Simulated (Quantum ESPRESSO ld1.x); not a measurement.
Values are calculated unless marked as measured or tabulated.
All-electron atom: Er31+ in [Kr] 4d1.

Code: ld1.x of Quantum ESPRESSO 7.5. Model: scalar-relativistic Kohn-Sham, revPBE, spin-unpolarised, spherical densities, point nucleus.

Energy parts (hartree):
| part | energy |
|---|---|
| total | -12583.186 |
| kinetic | 13688.905 |
| electron-nucleus | -29179.807 |
| Hartree | 3140.212 |
| exchange-correlation | -232.497 |

Orbitals (lengths in bohr, moments of r in powers of bohr; <r^-3> diverges for s and p1/2):
| orbital | occ. | eigenvalue (hartree) | <r^-3> |
|---|---|---|---|
| 1s | 2 | -2151.99 | - |
| 2s | 2 | -397.689 | - |
| 2p | 6 | -356.745 | 14330 |
| 3s | 2 | -121.478 | - |
| 3p | 6 | -109.009 | 3161 |
| 3d | 10 | -93.6990 | 421.0 |
| 4s | 2 | -53.0502 | - |
| 4p | 6 | -48.4791 | 943.3 |
| 4d | 1 | -42.6136 | 120.5 |

The highest occupied level is 4d at -1159.6 eV. The density falls to 0.001 e/bohr^3 at r = 1.20 bohr.
